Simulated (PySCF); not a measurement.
Record of a relaxation.

Compound: SnMe(SiH3)3, CH₁₂Si₃Sn.
Bonds: Sn1–C2, Sn1–Si6, Sn1–Si10, Sn1–Si14. Hydrogens: H3, H4, H5 on C2; H7, H8, H9 on Si6; H11, H12, H13 on Si10; H15, H16, H17 on Si14.

Method: PBE0-D3(BJ)/def2-SVP geometry optimisation, gas phase, def2 core potentials past Kr in PySCF 2.14.0; density fitting, grid level 1; the optimiser is geomeTRIC in internal coordinates, started from a GFN2-xTB structure with every atom displaced at random (about 0.03 Å). The frame can shift and turn from step to step; on so coarse a grid that alone can change the energy by a few meV, and forces under 0.02 eV/Å are noise.

Step 0: E = -30677.2241 eV, largest atomic force 2.315 eV/Å
```
atom  x, y, z in Å  |  force x, y, z in eV/Å
Sn1     0.059   -0.068    0.081   -1.070   0.906   0.885
C2     -0.022   -0.021    2.274    0.692   1.440   0.271
H3     -1.075    0.043    2.646    0.702   0.135  -0.202
H4      0.651    0.839    2.671   -1.308  -1.136  -0.581
H5      0.438   -0.935    2.636    0.092  -0.540   0.234
Si6     2.415    0.007   -0.732    0.796  -0.380   1.690
H7      3.146   -1.248   -0.367   -0.056  -0.056   0.035
H8      3.253    1.129   -0.225   -0.113   0.190   0.193
H9      2.418    0.105   -2.124   -0.041   0.133  -2.252
Si10   -1.230    2.113   -0.670    0.865  -1.060  -1.260
H11    -0.589    3.334   -0.230    0.540   0.748   0.331
H12    -2.589    2.164   -0.223   -1.236  -0.112   0.578
H13    -1.322    2.159   -2.188    0.131  -0.018   0.362
Si14   -1.252   -2.091   -0.714    2.256  -0.316  -0.411
H15    -0.504   -3.348   -0.357   -0.118   0.106   0.046
H16    -1.260   -2.015   -2.171   -0.100  -0.008  -0.748
H17    -2.564   -2.169   -0.247   -2.035  -0.032   0.830
```

Step 1: E = -30677.7043 eV, largest atomic force 0.464 eV/Å
```
atom  x, y, z in Å  |  force x, y, z in eV/Å
Sn1     0.039   -0.039    0.101   -0.223   0.127   0.205
C2     -0.022    0.000    2.264    0.349  -0.306  -0.001
H3     -1.054    0.084    2.622   -0.080   0.032   0.016
H4      0.579    0.837    2.635   -0.029   0.183   0.039
H5      0.430   -0.926    2.652   -0.113   0.015   0.012
Si6     2.461    0.023   -0.745    0.113  -0.131  -0.101
H7      3.184   -1.232   -0.358   -0.035   0.019  -0.020
H8      3.242    1.174   -0.190   -0.106   0.022   0.028
H9      2.471    0.129   -2.240   -0.003  -0.005   0.051
Si10   -1.204    2.071   -0.661   -0.086   0.108  -0.210
H11    -0.518    3.318   -0.189   -0.013  -0.050   0.011
H12    -2.618    2.090   -0.161    0.075  -0.029   0.052
H13    -1.271    2.115   -2.158    0.024   0.030   0.018
Si14   -1.260   -2.098   -0.733    0.242  -0.018  -0.224
H15    -0.532   -3.348   -0.347   -0.063  -0.009   0.041
H16    -1.299   -2.048   -2.232   -0.080  -0.023   0.067
H17    -2.657   -2.150   -0.201    0.027   0.036   0.018
```

Step 2: E = -30677.7244 eV, largest atomic force 0.254 eV/Å
```
atom  x, y, z in Å  |  force x, y, z in eV/Å
Sn1     0.032   -0.034    0.106   -0.160   0.122   0.155
C2     -0.007   -0.009    2.276    0.180  -0.122  -0.025
H3     -1.042    0.077    2.632   -0.033   0.012   0.001
H4      0.582    0.840    2.647   -0.031   0.051  -0.001
H5      0.437   -0.936    2.669   -0.047   0.015  -0.010
Si6     2.453    0.013   -0.747    0.023  -0.065  -0.091
H7      3.174   -1.240   -0.360   -0.003   0.002  -0.007
H8      3.205    1.174   -0.178   -0.034   0.016   0.010
H9      2.465    0.124   -2.242    0.008  -0.003   0.066
Si10   -1.207    2.083   -0.678   -0.024   0.020  -0.069
H11    -0.517    3.322   -0.195   -0.010  -0.032   0.005
H12    -2.614    2.094   -0.160    0.052  -0.011   0.015
H13    -1.271    2.136   -2.173    0.013   0.006   0.003
Si14   -1.244   -2.097   -0.746    0.101  -0.004  -0.103
H15    -0.530   -3.351   -0.349   -0.029  -0.014   0.026
H16    -1.306   -2.060   -2.242   -0.042  -0.007   0.031
H17    -2.638   -2.136   -0.200    0.037   0.012  -0.006
```

Step 3: E = -30677.7309 eV, largest atomic force 0.041 eV/Å
```
atom  x, y, z in Å  |  force x, y, z in eV/Å
Sn1     0.020   -0.023    0.117   -0.032   0.017  -0.018
C2      0.006   -0.018    2.280   -0.015   0.002   0.029
H3     -1.030    0.067    2.638    0.010  -0.009   0.006
H4      0.585    0.840    2.650    0.008  -0.009   0.005
H5      0.446   -0.947    2.668    0.011   0.002  -0.003
Si6     2.439    0.006   -0.746   -0.036  -0.007  -0.017
H7      3.160   -1.246   -0.358    0.011   0.000   0.004
H8      3.171    1.176   -0.167    0.019   0.001  -0.005
H9      2.456    0.121   -2.238    0.010   0.001   0.016
Si10   -1.207    2.089   -0.689    0.005   0.006   0.001
H11    -0.513    3.320   -0.195   -0.001   0.003   0.001
H12    -2.607    2.096   -0.159   -0.002   0.008  -0.009
H13    -1.264    2.146   -2.182    0.001  -0.007  -0.001
Si14   -1.229   -2.092   -0.758    0.011  -0.002   0.005
H15    -0.530   -3.350   -0.348   -0.003  -0.002   0.004
H16    -1.312   -2.064   -2.251   -0.002   0.004  -0.006
H17    -2.619   -2.123   -0.203    0.005  -0.008  -0.011
```

Step 4: E = -30677.7315 eV, largest atomic force 0.033 eV/Å
```
atom  x, y, z in Å  |  force x, y, z in eV/Å
Sn1     0.015   -0.019    0.120   -0.023   0.016   0.018
C2      0.008   -0.022    2.287   -0.016   0.007  -0.008
H3     -1.026    0.059    2.650    0.004  -0.008   0.002
H4      0.587    0.835    2.659    0.007  -0.007  -0.001
H5      0.451   -0.952    2.669    0.013  -0.004  -0.007
Si6     2.434    0.005   -0.745   -0.020   0.000   0.004
H7      3.155   -1.247   -0.357    0.004   0.000   0.004
H8      3.170    1.173   -0.168    0.012  -0.003  -0.005
H9      2.453    0.120   -2.236    0.004   0.001  -0.002
Si10   -1.209    2.094   -0.692    0.010  -0.001   0.008
H11    -0.515    3.325   -0.199    0.000   0.002   0.000
H12    -2.610    2.106   -0.166   -0.005   0.005  -0.007
H13    -1.260    2.147   -2.186    0.002  -0.008  -0.001
Si14   -1.227   -2.091   -0.761    0.003  -0.003   0.007
H15    -0.527   -3.348   -0.350    0.002   0.002   0.000
H16    -1.309   -2.060   -2.254    0.004   0.004  -0.004
H17    -2.618   -2.127   -0.211   -0.003  -0.006  -0.006
```

Step 5: E = -30677.7323 eV, largest atomic force 0.032 eV/Å
```
atom  x, y, z in Å  |  force x, y, z in eV/Å
Sn1    -0.001   -0.008    0.130   -0.008   0.010   0.021
C2      0.012   -0.034    2.298   -0.002   0.011  -0.017
H3     -1.017    0.036    2.676    0.000  -0.003   0.000
H4      0.593    0.820    2.675   -0.005  -0.010  -0.006
H5      0.466   -0.966    2.659    0.008  -0.004  -0.005
Si6     2.418    0.005   -0.739    0.018   0.011   0.024
H7      3.134   -1.250   -0.349   -0.009  -0.002   0.003
H8      3.170    1.167   -0.168   -0.004  -0.004   0.000
H9      2.442    0.117   -2.229   -0.007  -0.002  -0.025
Si10   -1.213    2.107   -0.696    0.012  -0.008   0.010
H11    -0.517    3.338   -0.207    0.002   0.001  -0.001
H12    -2.620    2.132   -0.187   -0.006   0.000  -0.002
H13    -1.248    2.143   -2.190    0.004  -0.004  -0.001
Si14   -1.221   -2.085   -0.767   -0.015  -0.001   0.002
H15    -0.516   -3.339   -0.355    0.010   0.005  -0.006
H16    -1.294   -2.047   -2.261    0.014   0.001  -0.001
H17    -2.617   -2.138   -0.231   -0.011  -0.001   0.002
```

Step 6: E = -30677.7324 eV, largest atomic force 0.030 eV/Å
```
atom  x, y, z in Å  |  force x, y, z in eV/Å
Sn1    -0.010    0.000    0.138    0.002  -0.003   0.019
C2      0.013   -0.042    2.304    0.004  -0.002  -0.015
H3     -1.013    0.018    2.692   -0.003  -0.001  -0.001
H4      0.594    0.810    2.684   -0.005   0.002  -0.002
H5      0.476   -0.976    2.652    0.001  -0.002  -0.002
Si6     2.407    0.006   -0.733    0.026   0.009   0.013
H7      3.117   -1.252   -0.341   -0.009  -0.002   0.001
H8      3.169    1.164   -0.167   -0.008  -0.001   0.002
H9      2.431    0.114   -2.224   -0.008  -0.003  -0.015
Si10   -1.214    2.114   -0.696    0.003  -0.001   0.003
H11    -0.516    3.346   -0.210    0.001   0.000  -0.001
H12    -2.625    2.148   -0.200   -0.002  -0.001   0.001
H13    -1.236    2.139   -2.192    0.003   0.000   0.000
Si14   -1.218   -2.079   -0.772   -0.019   0.002   0.000
H15    -0.506   -3.330   -0.360    0.009   0.004  -0.006
H16    -1.278   -2.035   -2.266    0.012  -0.002   0.000
H17    -2.618   -2.146   -0.248   -0.006   0.001   0.002
```

Step 7: E = -30677.7324 eV, largest atomic force under 0.02 eV/Å
```
atom  x, y, z in Å  |  force x, y, z in eV/Å
Sn1    -0.016    0.003    0.143    0.004  -0.004   0.006
C2      0.012   -0.047    2.308    0.006  -0.004  -0.003
H3     -1.013    0.007    2.699   -0.003  -0.001  -0.001
H4      0.591    0.804    2.690   -0.005   0.003   0.001
H5      0.479   -0.982    2.649   -0.002   0.001   0.001
Si6     2.402    0.006   -0.729    0.014   0.003  -0.001
H7      3.107   -1.255   -0.336   -0.004  -0.001   0.000
H8      3.167    1.162   -0.165   -0.005   0.001   0.001
H9      2.423    0.112   -2.221   -0.004  -0.003   0.000
Si10   -1.213    2.119   -0.695   -0.001   0.000   0.000
H11    -0.515    3.350   -0.210    0.000   0.000   0.000
H12    -2.627    2.157   -0.207    0.001  -0.001   0.001
H13    -1.227    2.139   -2.191    0.002   0.002   0.000
Si14   -1.216   -2.076   -0.777   -0.013   0.004  -0.001
H15    -0.498   -3.323   -0.366    0.004   0.001  -0.003
H16    -1.265   -2.026   -2.271    0.006  -0.002   0.000
H17    -2.619   -2.151   -0.261    0.001   0.001  -0.001
```

**Question.** Summarise the path.

**Answer.** The energy falls by 0.5083 eV from step 0 to step 7; nine tenths of that is first reached at step 1. It falls at every step. The largest force goes from 2.315 to under 0.02 eV/Å. Among the bonds Si14–H17 changes most, from 1.395 to 1.497 Å; the atoms move by 0.072 Å rms after alignment.

**Question.** Follow the three bonds and two angles with the largest change from start to end.

**Answer.** 
| step | E above end (eV) | largest force (eV/Å) | Si14–H17 (Å) | Si6–H9 (Å) | Sn1–Si6 (Å) | C2–Sn1–Si10 (°) | Si6–Sn1–Si14 (°) |
| --- | --- | --- | --- | --- | --- | --- | --- |
| 0 | 0.5083 | 2.315 | 1.395 | 1.395 | 2.494 | 104.4 | 114.2 |
| 1 | 0.0281 | 0.464 | 1.495 | 1.499 | 2.566 | 105.6 | 112.9 |
| 2 | 0.0080 | 0.254 | 1.497 | 1.499 | 2.567 | 106.6 | 111.9 |
| 3 | 0.0015 | 0.041 | 1.497 | 1.496 | 2.568 | 108.0 | 110.6 |
| 4 | 0.0009 | 0.033 | 1.497 | 1.495 | 2.569 | 108.4 | 110.3 |
| 5 | 0.0001 | 0.032 | 1.496 | 1.494 | 2.570 | 109.5 | 109.4 |
| 6 | 0.0000 | 0.030 | 1.496 | 1.495 | 2.570 | 110.2 | 108.9 |
| 7 | 0.0000 | under 0.02 | 1.497 | 1.496 | 2.570 | 110.6 | 108.6 |

What follows is the cost of the whole optimisation. Hardware: one thread, Arm Neoverse V2 (aarch64), shared host with 96 logical CPUs at a one-minute load of 61. Cost: 1.9 min of wall time, 0.61 GiB resident at most.
